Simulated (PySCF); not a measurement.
Correlation energy of Ho⁺ (holmium, charge +1)

Starting occupation: [Xe] 4f11 6p1, 4f5/2 with m_j = -1/2, +1/2, +3/2, +5/2, 4f7/2 with m_j = -5/2, -3/2, -1/2, +1/2, +3/2, +5/2, +7/2, 6p3/2 with m_j = +3/2. Computed with PySCF 2.14 in x2c-SVPall-2c with one added diffuse shell each of s, p, d, f type (8s11p10d4f1g, 128 functions), with X2C-1e with screened-nucleus spin-orbit coupling, Gaussian nucleus. Frozen: [Ar] 3d10; 38 electrons correlated; the 16 highest virtual spinors left out.

MP2 pair energies summed by pair of shells (mhartree):

| pair | energy | share (%) |
| --- | --- | --- |
| 4f-4f | -240.79 | 23.1 |
| 4d-4f | -156.29 | 15.0 |
| 4f-5p | -144.75 | 13.9 |
| 5p-5p | -117.13 | 11.3 |
| 4d-4d | -98.07 | 9.4 |
| 4d-4p | -66.38 | 6.4 |
| 4d-5p | -55.28 | 5.3 |
| 4f-4p | -44.64 | 4.3 |
| 5p-5s | -27.57 | 2.6 |
| 4p-4p | -16.70 | 1.6 |
| 4f-5s | -13.79 | 1.3 |
| 4d-5s | -10.38 | 1.0 |
| 5p-6p | -9.14 | 0.9 |
| 4p-5p | -8.50 | 0.8 |
| 4d-4s | -5.84 | 0.6 |
| 5s-5s | -5.32 | 0.5 |
| 4f-4s | -4.53 | 0.4 |
| 4f-6p | -4.44 | 0.4 |
| 4p-4s | -4.12 | 0.4 |
| 4p-5s | -3.25 | 0.3 |
| 4s-4s | -1.03 | 0.1 |
| 4s-5p | -0.88 | 0.1 |
| 4d-6p | -0.73 | 0.1 |
| 4s-5s | -0.45 | 0.0 |
| 5s-6p | -0.43 | 0.0 |
| 4p-6p | -0.09 | 0.0 |
| 4s-6p | -0.01 | 0.0 |

Total MP2 correlation energy: -1040.5 mhartree.

The GHF reference relaxed away from the jj start to a determinant that is no pure jj level (⟨S²⟩ = 6.00, ⟨J²⟩ = 90.01); the energies belong to that determinant.

This basis was not built for core-valence correlation, so the inner-shell part is incomplete.
